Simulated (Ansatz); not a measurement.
**HNOTe: structure from calculated spectroscopic constants**

These gas-phase data were calculated for one isomer of HNOTe at PBE0-D3(BJ)/def2-SVP (harmonic, unscaled wavenumbers; equilibrium rotational constants with average atomic masses):

| Quantity | Value |
| --- | --- |
| rotational constants | 82.87, 3.136, 3.022 GHz |
| all wavenumbers above 1500 cm⁻¹ | 3264, 1631 |

Candidates:

(1) `O=N[TeH]`, a singlet
(2) `O=[NH+][Te-]`, a singlet
(3) `ON=[Te]`, a singlet

**Question.** Which structure fits?

**Answer.** Candidate (2). No mode falls between 3300 and 4000 cm⁻¹, where the O–H stretch of (3) would stand. The band at 3264 cm⁻¹ lies where the N–H stretch is expected; (1) has no mode between 3250 and 3800 cm⁻¹.

The same quantities for all candidates:

```
     rotational constants (GHz)  wavenumbers above 1500 cm⁻¹  E above the lowest, PBE0-D3(BJ)/def2-SVP (kcal/mol)
(1)         61.02, 2.878, 2.749                   2166, 1897                                                  0.2
(2)         82.87, 3.136, 3.022                   3264, 1631                                                  0.0
(3)         63.75, 3.424, 3.249                         3445                                                 14.8
```

Harmonic stretches to hydrogen usually lie a few per cent above observed fundamentals. Each candidate is one conformer. Atoms past krypton carry core potentials. Programs: Ansatz 0.2.0.
